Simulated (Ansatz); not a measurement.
Geometry optimisation, RKS PBE-D4/def2-SVP (Ansatz 0.2.0).

input.yaml

```yaml
crystal:
  periodic: [false, false, false]
  atoms:
    - { symbol: F, position_ang: [-1.39118, -1.12345, 0.58367] }
    - { symbol: Al, position_ang: [0.14705, -0.59429, 0.20708] }
    - { symbol: Na, position_ang: [2.54307, -1.83621, 0.36078] }
    - { symbol: Se, position_ang: [0.05367, 1.67162, -0.62325] }
    - { symbol: H, position_ang: [-1.35261, 1.88233, -0.52828] }
basis:
  gaussian: { orbitals: def2-SVP }
hamiltonian:
  xc: pbe
  dispersion: d4
relax:
  f_tol: 0.015
  max_steps: 40
output:
  orbitals: {}
```

Command:

```bash
$ ansatz run input.yaml --threads 1 --pin off --max-ram 2048MiB --backend cpu --events-out ev --progress --plain --runs-dir out
```

**Question.** Where does it end, and by what steps?

**Answer.** It converged. The force dipped under the threshold on the way, but the program's further checks kept it going. After 7 steps the energy has fallen by 0.119 eV; Na3 moved furthest, 0.19 Å.

```json
{"step": "0", "energy less start (eV)": "0.0000", "largest force component (eV/Å)": "1.530", "accepted": "yes"}
{"step": "1", "energy less start (eV)": "-0.0853", "largest force component (eV/Å)": "0.475", "accepted": "yes"}
{"step": "2", "energy less start (eV)": "-0.1061", "largest force component (eV/Å)": "0.222", "accepted": "yes"}
{"step": "3", "energy less start (eV)": "-0.1127", "largest force component (eV/Å)": "0.200", "accepted": "yes"}
{"step": "4", "energy less start (eV)": "-0.1179", "largest force component (eV/Å)": "0.021", "accepted": "yes"}
{"step": "5", "energy less start (eV)": "-0.1184", "largest force component (eV/Å)": "0.012", "accepted": "yes"}
{"step": "6", "energy less start (eV)": "-0.1189", "largest force component (eV/Å)": "0.024", "accepted": "yes"}
{"step": "7", "energy less start (eV)": "-0.1189", "largest force component (eV/Å)": "0.011", "accepted": "yes"}
```

```xyz
5
Properties=species:S:1:pos:R:3
F -1.381 -1.054 0.559
Al 0.176 -0.491 0.159
Na 2.627 -2.004 0.414
Se 0.027 1.754 -0.650
H -1.450 1.794 -0.482
```

Whether the end is a true minimum wasn't checked by a vibrational analysis.

Run time: 13 s on 1 CPU thread of a shared host.
